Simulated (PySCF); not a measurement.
A GIAO shielding run with PySCF 2.14 (density fitting, non-relativistic, gas phase) on `O=C([SiH3])[SiH2][C@@H]([SiH3])S[SiH3]`, C2H12OSSi4:

```
$ OMP_NUM_THREADS=1 python probes_run.py task.json out

{"job": {"kind": "nmr", "xc": "PBE0", "basis": "pcSseg-1"}, "charge": 0, "multiplicity": 1}
O     -0.679966    -1.827245    -0.986828
C     -1.484426    -1.128725    -0.394831
Si    -3.003999    -1.950447     0.457771
Si    -1.178973     0.782287    -0.352741
C      0.694257     1.008128    -0.512982
Si     1.368648     2.768435    -0.756516
S      1.421862     0.360872     1.068203
Si     2.528287    -1.330194     0.355932
H     -2.822061    -1.785991     1.897928
H     -3.056696    -3.356500     0.074871
H     -4.175902    -1.208663    -0.007076
H     -1.883274     1.356875    -1.503245
H     -1.679478     1.303384     0.915662
H      1.062588     0.360890    -1.308085
H      0.932836     3.593975     0.364677
H      2.829250     2.704299    -0.816052
H      0.833450     3.278345    -2.021520
H      1.614444    -2.375434    -0.071962
H      3.356866    -0.847508    -0.746508
H      3.317137    -1.696104     1.520872
```

Hardware: 1 thread of an Arm Neoverse V2, shared host. The job also computes population analyses, field gradients.

Task: How large is the calculation?

Result: 104 electrons, 231 basis functions and 1320 auxiliary functions.

Task: How long does it take, and how much memory does it need?

Result: 62 s of wall time, with 14 SCF cycles and 5 response iterations; peak memory 1.1 GiB. Times on a shared host scatter by some tens of per cent.
